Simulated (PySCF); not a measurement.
**Ba (barium, neutral) across methods**

[Xe] 6s1 6p1, high-spin 3P determinant (an excited configuration). All numbers are calculated (PySCF 2.14, scalar relativity by spin-free X2C-1e, in x2c-TZVPPall).

```tsv
method	E (hartree)	mean ε 5p β (eV)	mean ε 6s α (eV)	mean ε 6p α (eV)	Σ⟨r²⟩ (bohr²)	⟨S²⟩
LDA	-8127.63	-19.769	-4.166	-1.978	110.8	2.000
PBE	-8134.23	-19.624	-4.001	-2.005	110.7	2.000
B97-3	-8134.23	-21.424	-4.466	-2.372	111.9	2.000
PBE0	-8134.31	-21.274	-4.572	-2.465	111.0	2.000
r2SCAN	-8134.66	-20.223	-4.032	-2.024	111.6	2.000
BP86	-8135.58	-19.717	-4.133	-2.053	110.3	2.000
```

Problem. Estimate the same row for UHF.

Solution. E (hartree) = -8131.57173; mean ε 5p β (eV) = -25.193; mean ε 6s α (eV) = -5.952; mean ε 6p α (eV) = -3.633; Σ⟨r²⟩ (bohr²) = 116.3; ⟨S²⟩ = 2.000.

Spin-orbit coupling, absent here, splits the open shell strongly.
